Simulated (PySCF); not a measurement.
# Shapes and spin states of FeBr₂

All numbers come from PySCF, PBE0, basis Fe def2-SVP, Br def2-SVP (no relativity, density fitting).

Relaxations began from a few typed shapes and spin states; open shells are unrestricted. The search is not exhaustive: other isomers or separated fragments can lie lower, and high-lying points may rest on an excited occupation.

Question: Which is the lowest minimum found?
A. singlet (closed shell, unstable to spin polarisation) C2v: Fe–Br 2.212 Å (×2); Br–Fe–Br 150.8°
B. quintet D∞h: Fe–Br 2.290 Å (×2); Br–Fe–Br 180.0°
C. broken-symmetry Ms = 1 (⟨S²⟩ 3.01) D∞h: Fe–Br 2.271 Å (×2); Br–Fe–Br 180.0°
D. broken-symmetry Ms = 1 (⟨S²⟩ 3.00) D∞h: Fe–Br 2.272 Å (×2); Br–Fe–Br 180.0°
E. quintet D∞h: Fe–Br 2.290 Å (×2); Br–Fe–Br 180.0°
F. singlet (closed shell, unstable to spin polarisation) C2v: Fe–Br 2.249 Å (×2); Br–Fe–Br 145.3°
G. singlet (closed shell, unstable to spin polarisation) D∞h: Fe–Br 2.252 Å (×2); Br–Fe–Br 180.0°

Answer: E. The others lie at 0.2 (quintet D∞h), 140.8 (broken-symmetry Ms = 1 D∞h), 142.3 (broken-symmetry Ms = 1 D∞h), 366.3 (singlet C2v), 368.0 (singlet D∞h, a saddle point), 408.3 (singlet C2v) kJ/mol above it.

Formally Fe is in oxidation state +2, d6, with 4 unpaired electrons (the high-spin count). The Mulliken spin on Fe is 3.91. The polar-tensor charge on Fe, 1.26, is below the formal one.

For the lowest minimum: with open d or f shells other occupations or spin states may lie lower.

The electron or spin density has lower symmetry than the nuclear frame for the broken-symmetry Ms = 1 (⟨S²⟩ 3.01) D∞h at 142.3 kJ/mol, singlet (closed shell, unstable to spin polarisation) D∞h at 368.0 kJ/mol.
